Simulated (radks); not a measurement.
Results of a calculation; reference values are marked as such.
Species: La3+. Configuration: [Xe]. Level of theory: Dirac Kohn-Sham, PBE, spin-unpolarised, spherical densities, finite nucleus; Fermi nuclear charge, rms radius 4.855 fm (a radial shooting solver on a logarithmic mesh with Libxc functionals).

Spin-orbit splittings of the eigenvalues, e(l+1/2) - e(l-1/2), with zeta = 2 splitting/(2l+1) and mean radii in bohr:

| shell | occ. | splitting (eV) | zeta (eV) | <r> j=l-1/2 | <r> j=l+1/2 |
|---|---|---|---|---|---|
| 2p | 6 | 413.1 | 275.4 | 0.08991 | 0.09601 |
| 3p | 6 | 80.52 | 53.68 | 0.2747 | 0.2867 |
| 3d | 10 | 17.23 | 6.891 | 0.2577 | 0.2615 |
| 4p | 6 | 17.14 | 11.42 | 0.6745 | 0.7014 |
| 4d | 10 | ? | ? | 0.7616 | 0.7712 |
| 5p | 6 | 2.645 | 1.763 | 1.709 | 1.778 |

Estimate the 4d splitting.

Answer. 2.977 eV (zeta = 1.191 eV).
